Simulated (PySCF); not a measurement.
Species: C5H8O2.
Atom-mapped SMILES: `[CH3:1][CH2:2][C@H:3]1[O:4][CH2:5][C:6]1=[O:7]` (hydrogens: H8, H9, H10 on C1; H11, H12 on C2; H13 on C3; H14, H15 on C5)

The same species was optimised twice, with GFN2-xTB and with PBE0-D3(BJ)/def2-SVP (PySCF), and the same property calculations (PySCF, gas phase) were run on both structures.

| coordinate | GFN2-xTB | PBE0-D3(BJ)/def2-SVP | change |
| --- | --- | --- | --- |
| C2–C3 (Å) | 1.526 | 1.515 | -0.011 |
| C5–C6 (Å) | 1.511 | 1.522 | +0.011 |
| C3–C6 (Å) | 1.515 | 1.526 | +0.011 |
| O4–C5 (Å) | 1.430 | 1.424 | -0.006 |
| C3–O4 (Å) | 1.440 | 1.434 | -0.006 |
| C1–C2 (Å) | 1.523 | 1.521 | -0.002 |
| C6=O7 (Å) | 1.194 | 1.192 | -0.002 |
| C3–O4–C5 (°) | 93.3 | 94.5 | +1.2 |
| C2–C3–C6 (°) | 115.8 | 116.8 | +1.0 |
| C1–C2–C3 (°) | 110.9 | 111.8 | +0.9 |
| C5–C6–O7 (°) | 136.2 | 136.7 | +0.5 |
| O4–C5–C6 (°) | 90.0 | 89.5 | -0.5 |
| O4–C3–C6 (°) | 89.5 | 89.0 | -0.5 |
| C3–C6–O7 (°) | 136.6 | 136.2 | -0.4 |
| C3–C6–C5 (°) | 87.2 | 87.0 | -0.2 |
| C1–C2–C3–O4 (°) | -176 | -178 | -2 |

Rotational constants: A = 4131, B = 2352, C = 1625 MHz (GFN2-xTB) against A = 4151, B = 2310, C = 1605 MHz (PBE0-D3(BJ)/def2-SVP). Point groups within 0.08 Å: C1 and C1.

On the GFN2-xTB structure: HOMO (eV) -7.56 [PBE0/pcSseg-1]; LUMO (eV) -1.00 [PBE0/pcSseg-1]; dipole (D) 0.90 [PBE0/pcSseg-1]; GIAO shielding of C1 (ppm) 177.5 [PBE0/pcSseg-1]; GIAO shielding of C2 (ppm) 156.6 [PBE0/pcSseg-1]; GIAO shielding of C3 (ppm) 80.1 [PBE0/pcSseg-1]; GIAO shielding of O4 (ppm) 316.4 [PBE0/pcSseg-1]; GIAO shielding of C5 (ppm) 96.2 [PBE0/pcSseg-1]; GIAO shielding of C6 (ppm) -28.4 [PBE0/pcSseg-1]; GIAO shielding of O7 (ppm) -314.4 [PBE0/pcSseg-1].

Problem. What do these properties become on the PBE0-D3(BJ)/def2-SVP structure?

Solution. 
```json
{"property": "HOMO (eV)", "level": "PBE0/pcSseg-1", "on GFN2-xTB": "-7.56", "on PBE0-D3(BJ)/def2-SVP": "-7.54", "change": "+0.02"}
{"property": "LUMO (eV)", "level": "PBE0/pcSseg-1", "on GFN2-xTB": "-1.00", "on PBE0-D3(BJ)/def2-SVP": "-0.98", "change": "+0.02"}
{"property": "dipole (D)", "level": "PBE0/pcSseg-1", "on GFN2-xTB": "0.90", "on PBE0-D3(BJ)/def2-SVP": "0.89", "change": "-0.01"}
{"property": "energy, GFN2-xTB geometry as zero (kcal/mol)", "level": "PBE0/pcSseg-1", "on GFN2-xTB": "0.0", "on PBE0-D3(BJ)/def2-SVP": "-0.3", "change": "-0.3"}
{"property": "GIAO shielding of C1 (ppm)", "level": "PBE0/pcSseg-1", "on GFN2-xTB": "177.5", "on PBE0-D3(BJ)/def2-SVP": "175.2", "change": "-2.3"}
{"property": "GIAO shielding of C2 (ppm)", "level": "PBE0/pcSseg-1", "on GFN2-xTB": "156.6", "on PBE0-D3(BJ)/def2-SVP": "156.3", "change": "-0.3"}
{"property": "GIAO shielding of C3 (ppm)", "level": "PBE0/pcSseg-1", "on GFN2-xTB": "80.1", "on PBE0-D3(BJ)/def2-SVP": "78.9", "change": "-1.2"}
{"property": "GIAO shielding of O4 (ppm)", "level": "PBE0/pcSseg-1", "on GFN2-xTB": "316.4", "on PBE0-D3(BJ)/def2-SVP": "312.4", "change": "-4.0"}
{"property": "GIAO shielding of C5 (ppm)", "level": "PBE0/pcSseg-1", "on GFN2-xTB": "96.2", "on PBE0-D3(BJ)/def2-SVP": "94.7", "change": "-1.5"}
{"property": "GIAO shielding of C6 (ppm)", "level": "PBE0/pcSseg-1", "on GFN2-xTB": "-28.4", "on PBE0-D3(BJ)/def2-SVP": "-28.2", "change": "+0.2"}
{"property": "GIAO shielding of O7 (ppm)", "level": "PBE0/pcSseg-1", "on GFN2-xTB": "-314.4", "on PBE0-D3(BJ)/def2-SVP": "-310.3", "change": "+4.1"}
```

The heavy atoms differ by 0.029 Å rms after alignment. Among bonds between heavy atoms C2–C3, C3–C6 and C5–C6 change most and about equally (-0.011 to +0.011 Å). Changes are differences of the printed values. Neither structure is proved a minimum here.

Conformer computed: `[CH3:1][CH2:2][C@H:3]1[O:4][CH2:5][C:6]1=[O:7]`: C1–C2–C3–O4 -178°.
